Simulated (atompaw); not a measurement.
# Building the PAW (atompaw) potential for Pr (Z = 59) (PBE, scalar-relativistic).

```
Element                 : praseodymium
Generator               : atompaw 4.2.0.5
Type                    : PAW
Functional              : PBE
Relativity              : scalar-relativistic
Frozen core             : [Kr] 4d10 5s2
Valence charge          : 11
Reference configuration : 4f3 5p6 5d0 6s0 6p0 (charge +2)
Partial waves           : 6s (bound, empty): rc 3.00 bohr; 6s channel at 0.7 Ry: rc 3.00 bohr; 5p (bound): rc 3.00 bohr; 6p (bound, empty): rc 3.00 bohr; 5d (bound, empty): rc 3.00 bohr; 5d channel at 0.4 Ry: rc 3.00 bohr; 4f (bound): rc 1.10 bohr; 4f channel at 1.85 Ry: rc 1.10 bohr
Local potential         : ultrasoft scheme with l = 4 at -0.5 Ry, radius 2.70 bohr
Core correction         : smooth core density matched at 2.80 bohr
Augmentation charge     : sinc compensation charge, radius 1.86 bohr; PAW radius 3.00 bohr; waves and projectors: custom polynom vanderbiltortho
```

Task: Does the generator finish with these settings?

Result: Yes, a potential is produced.

Task: Estimate the cutoffs (Ry, on a coarse ladder) from which the occupation-weighted sum of valence levels, in a spherical-Bessel basis at the reference potential, stays within 10 and 1 mRy of its value at 400 Ry.

Result: 140 Ry and 230 Ry.

Task: What does a ghost test show?

Result: Ghost state, extra bound levels that the all-electron valence spectrum of the same l lacks: s at -60.8 eV. A true bound ghost makes a file unfit for plane-wave use.

Task: Is the overlap operator S = 1 + Σ q|β⟩⟨β| positive definite (Bessel basis up to 400 Ry)?

Result: Yes: its lowest eigenvalue is 0.33 (s channel).

Task: Which valence shell sets the plane-wave cutoff?

Result: 4f: its level needs 160 Ry to come within 1 mRy, against 10 Ry for 5p.
